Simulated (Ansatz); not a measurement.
Reaction (hydrogenolysis of the In–Br bond): `[NH2][In]([NH2])[Br]` + H₂ → `[NH2][InH][NH2]` + HBr

Gas-phase electronic energies from Ansatz, PBE0-D4/def2-TZVP geometries. CBS: MP2 limit from def2 TZ/QZ plus the TZ coupled-cluster correction, frozen cores. This one scheme is used for every species. Functionals use def2-TZVPP. def2 core potentials past Kr. For Br, In outer-core shells are correlated without core-valence functions, which leaves a few kJ/mol of doubt a bond. Scalar relativity is left out up to krypton. One conformer a species, not always the lowest.

`[NH2][In]([NH2])[Br]`:

Cartesian coordinates in Å:
```
N 1.284 -0.923 -0.995
In 0.190 0.041 0.389
N -1.792 0.371 0.376
Br 1.332 0.476 2.540
H 2.284 -0.812 -0.895
H 1.031 -0.778 -1.963
H -2.114 1.037 1.064
H -2.216 0.587 -0.516
```

H₂:

```xyz
2

H     0.168   -0.282    0.178
H    -0.168    0.282   -0.178
```

`[NH2][InH][NH2]`:

Cartesian coordinates in Å:
```
N 0.753 1.291 -0.844
In -0.520 -0.238 -0.510
N -0.276 -1.073 1.311
H 1.582 1.376 -0.277
H 0.961 1.570 -1.790
H -1.677 -0.768 -1.643
H -1.029 -1.602 1.723
H 0.207 -0.556 2.030
```

HBr:

Z-matrix (Å, degrees):
```
Br
H 1 1.420
```

CCSD(T)/CBS gives +29.2 kcal/mol.

Q: Another level gave +27.1 kcal/mol. Which?
A. CAM-B3LYP/def2-TZVPP
B. r2SCAN-D4/def2-TZVPP
C. PBE0/def2-TZVPP
D. BLYP-D4/def2-TZVPP

A: C. PBE0 27.1, r2SCAN-D4 29.1, CAM-B3LYP 25.3, BLYP-D4 28.0 kcal/mol.

Largest T1 diagnostic among the species: 0.015.

The D4 term adds +1.4 kcal/mol with B3LYP and +0.8 kcal/mol with PBE0; it sums over pairs of atoms, weighted by their polarisabilities, and B3LYP, whose exchange is more repulsive, gets the larger term. At CCSD(T), def2-SVP lies −2.4 kcal/mol from the extrapolated value and def2-TZVPP −1.8 kcal/mol.

B3LYP here is the variant with VWN-RPA as its local correlation; programs differ in this.
